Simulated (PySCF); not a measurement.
C2H9GeNO.
Atom-mapped SMILES: `[CH3:1][O:2][Ge@H:3]([CH3:4])[NH2:5]` (hydrogens: H6, H7, H8 on C1; H9 on Ge3; H10, H11, H12 on C4; H13, H14 on N5)

Cartesian coordinates in Å at the PBE0-D3(BJ)/def2-SVP level; atoms count from 1:
```
atom  x, y, z in Å
C1     2.1374    0.2556    0.4486
O2     0.9103   -0.1886    0.9382
Ge3   -0.4304   -0.5720   -0.1920
C4    -1.0939    1.0806   -0.9622
N5    -1.7662   -1.3776    0.7416
H6     2.8499    0.3437    1.2861
H7     2.5848   -0.4404   -0.2906
H8     2.0761    1.2523   -0.0340
H9     0.1239   -1.5705   -1.2311
H10   -0.3232    1.5558   -1.5871
H11   -1.3700    1.7820   -0.1611
H12   -1.9784    0.8851   -1.5851
H13   -2.2260   -0.7772    1.4207
H14   -1.5022   -2.2446    1.2013
```

Computed with PySCF 2.14.0, PBE0-D3(BJ)/def2-SVP geometry optimisation, gas phase.

Take the most abundant isotopes and a rigid rotor. The values belong to one conformer with, in the numbering `[CH3:1][O:2][Ge@H:3]([CH3:4])[NH2:5]`, C1–O2–Ge3–C4 -70°, O2–Ge3–N5–H 67° and -60°.

Q: What are A, B and C (GHz)?

A: Ia = 101.94, Ib = 199.47, Ic = 262.21 u·Å²; 505379 MHz·u·Å²/I gives 4958, 2534 and 1927 MHz, that is A = 4.9579, B = 2.5336, C = 1.9274 GHz.

Q: Classify the top.

A: An asymmetric top: κ = (2 × 2534 − 4958 − 1927)/(4958 − 1927) = -0.60.

Q: What does the inertial defect say?

A: Not planar: Δ = Ic − Ia − Ib = -39.19 u·Å². For a rigid frame Δ = −2 Σ m c², so Σ m c² = 19.60 u·Å² lies off the ab plane: 8.69 from hydrogen and 10.90 from heavier atoms. The atom farthest from that plane is 1.77 Å away.

Q: Give the other two planar moments, Paa and Pbb, and the rms extents of the mass along the axes.

A: Paa = Σ m a² = (Ib + Ic − Ia)/2 = 179.87 and Pbb = Σ m b² = (Ia + Ic − Ib)/2 = 82.34 u·Å². With the mass M = 136.99 u, the rms extents √(P/M) along a, b and c are 1.15, 0.78, 0.38 Å.

Q: Which lines would a microwave search look for?

A: The dipole components are |μa| = 0.02 D, |μb| = 0.63 D, |μc| = 0.15 D. Intensities carry the squares of the components, which stand as 0.00 : 1.00 : 0.05 (a : b : c). Some lines, for components of 0.1 D or more:

```
type  branch         J(Ka,Kc)    MHz  lower level (cm⁻¹)
   c       Q  3(1,3) ← 3(0,3)   1334               0.877
   c       Q  2(1,2) ← 2(0,2)   1918               0.443
   c       Q  3(2,2) ← 3(1,2)   6432               1.042
   b       Q  3(2,1) ← 3(1,2)   6916               1.042
   c       R  1(1,0) ← 0(0,0)   7491               0.000
   b       Q  3(2,2) ← 3(1,3)  10059               0.921
   b       R  2(1,2) ← 1(0,1)  10740               0.149
   c       Q  3(3,1) ← 3(2,1)  13211               1.273
   c       R  2(2,0) ← 1(1,0)  16901               0.250
   b       R  2(2,0) ← 1(1,1)  17507               0.230
   b       R  3(2,2) ← 2(1,1)  20656               0.568
```

PBE0-D3(BJ)/def2-SVP frequencies: not computed here. Zero-point vibration and centrifugal distortion are left out. A rigid rotor knows nothing of inversion at nitrogen or internal rotation, which can split or shift real lines. Quadrupole hyperfine structure (14N) is left out.

Time: 63 s wall; peak memory 0.52 GiB. Hardware: an Arm Neoverse V2 with one thread, no GPU, shared host with 48 logical CPUs at a one-minute load of 30. This is the geometry optimisation.
